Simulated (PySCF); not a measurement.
Reproducing measurements on C8H8

**What was measured.**

From NIST CCCBDB Release 22 (SRD 101), experimental polarizabilities, for the gas: mean polarisability 14.409 Å³.

How close the calculation comes is told at the end.

C8H8.
Atom-mapped SMILES: `[CH2:1]=[CH:2][c:3]1[cH:4][cH:5][cH:6][cH:7][cH:8]1` (hydrogens: H9, H10 on C1; H11 on C2; H12 on C4; H13 on C5; H14 on C6; H15 on C7; H16 on C8)

Geometry (PBE0-D3(BJ)/def2-SVP, Å), atoms numbered from 1 in this order:
```xyz
16
C8H8 angstrom
C     -2.8015   -0.7645   -0.3570
C     -1.9370    0.2496   -0.2338
C     -0.4768    0.1628   -0.1072
C      0.2202   -1.0575   -0.1092
C      1.6038   -1.0889    0.0146
C      2.3285    0.0981    0.1442
C      1.6535    1.3165    0.1477
C      0.2665    1.3457    0.0231
H     -3.8737   -0.5757   -0.4438
H     -2.4838   -1.8107   -0.3761
H     -2.3364    1.2704   -0.2219
H     -0.3292   -1.9961   -0.2092
H      2.1256   -2.0490    0.0107
H      3.4163    0.0701    0.2415
H      2.2095    2.2518    0.2478
H     -0.2591    2.3047    0.0263
```

The PySCF runs (gas phase, on this PBE0-D3(BJ)/def2-SVP geometry; no spin–orbit coupling):

```json
{"level": "wB97X-D/def2-SVPD", "job": "10 singlets by full TDDFT, 4 Tamm–Dancoff triplets, polarisability, ΔSCF ions", "basis functions": "224"}
{"level": "HF/def2-SVPD", "job": "10 singlets by TDHF, 4 Tamm–Dancoff triplets, polarisability, ΔSCF ions", "basis functions": "224"}
{"level": "LDA/def2-SVPD", "job": "10 singlets by full TDDFT, 4 Tamm–Dancoff triplets, polarisability, ΔSCF ions", "basis functions": "224"}
{"level": "PBE/def2-SVPD", "job": "10 singlets by full TDDFT, 4 Tamm–Dancoff triplets, polarisability, ΔSCF ions", "basis functions": "224"}
```

## Comparison

**Mean polarisability.** Measured: 14.409 Å³ (NIST CCCBDB Release 22 (SRD 101), experimental polarizabilities).

```csv
level,computed (Å³),computed − measured (Å³),% (from the printed values)
wB97X-D/def2-SVPD,14.376,-0.033,0
HF/def2-SVPD,14.063,-0.346,-2
LDA/def2-SVPD,14.946,+0.537,+4
PBE/def2-SVPD,14.810,+0.401,+3
```

Closest is wB97X-D/def2-SVPD (-0.033 Å³), furthest LDA/def2-SVPD (+0.537 Å³); one molecule doesn't rank methods. The computed values are static and purely electronic, with core orbitals frozen in the response (1 au = 0.148185 Å³). The table of measured values doesn't say here whether a value is static or optical, or holds a vibrational part.

The geometry is computed, not the measured one. Where a level misses, the cause wasn't examined.
